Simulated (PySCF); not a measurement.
Compound: [AlCl3(PMe3)], C₃H₉AlCl₃P.
Bonds: C1–P2, P2–C3, P2–C4, P2–Al5, Al5–Cl6, Al5–Cl7, Al5–Cl8. Hydrogens: H9, H10, H11 on C1; H12, H13, H14 on C3; H15, H16, H17 on C4.

Linear response at CAM-B3LYP/def2-SVPD (PySCF, frozen core in the response, non-relativistic). Geometry: PBE0-D3(BJ)/def2-SVP; no solvent, vibrations or thermal averaging.

Static isotropic polarisability: 124.52 au (18.45 Å³), principal values 123.3, 123.6, 126.6 au.

Task: What is the polarisability at 1064 nm and at the sodium D line?

Result: 125.58 au at 1064 nm (+0.9 %), 128.09 au at 589.3 nm (+2.9 %). The rise at 589.3 nm is 3.35 times that at 1064 nm; a pure ω² law gives 3.26. The lowest singlet lies at 168 nm, shorter than both wavelengths.

Task: What is the isotropic C6 coefficient between two such molecules, C6 = (3/π)∫α(iω)² dω?

Result: 6059 au (Eh·bohr⁶) by a ten-point quadrature over imaginary frequencies, which is 3620 eV·Å⁶ or 349 J·nm⁶/mol.

Task: Which effective excitation energy ω̄ makes London's formula C6 = (3/4)α²ω̄ exact here?

Result: ω̄ = 4·C6/(3α²) = 0.521 Eh = 14.2 eV. A one-pole form α(ω) = α/(1 − ω²/ω̄²) fitted to the 1064 nm value gives 12.7 eV.

Task: What molar refraction at the D line follows from R = (4π/3)·N_A·α′, with α′ the polarisability volume?

Result: α′ = 18.98 Å³ gives R = 47.88 cm³/mol, for isolated, non-vibrating species.

Task: What three-body coefficient follows from the one-pole estimate C9 = (3/4)·α·C6?

Result: 566000 au. This is an estimate from the two numbers above, not a computed integral.

Task: The lowest 6 singlets have (eV, f): 7.38, 0.077; 7.47, 0.000; 7.50, 0.033; 7.53, 0.032; 7.94, 0.065; 7.95, 0.054. What share of the static polarisability do they carry in the sum over states α = Σ f/ω²?

Result: 3.30 au, 2.7 % of α; the largest term, 1.05 au, is that of the state at 7.38 eV. Their oscillator strengths add up to 0.26. Higher states carry the rest.

Task: What n − 1 at the D line would an ideal gas of it have at 273.15 K and 1 atm (2.6868 × 10¹⁹ cm⁻³), by n − 1 = 2π·N·α′?

Result: 32.04 × 10⁻⁴, a formal value whether or not that pressure can be reached.

On one thread of an Arm Neoverse V2, shared host with 96 logical CPUs at a one-minute load of 53, this took 82 s (grids of density and orbitals included) and 1.4 GiB of memory at its peak. This is the whole response run at CAM-B3LYP/def2-SVPD, SCF included.

Shape of the structure used: `[CH3:1][P+:2]([CH3:3])([CH3:4])[Al-:5]([Cl:6])([Cl:7])[Cl:8]`: C1–P2–Al5–Cl6 -61°.
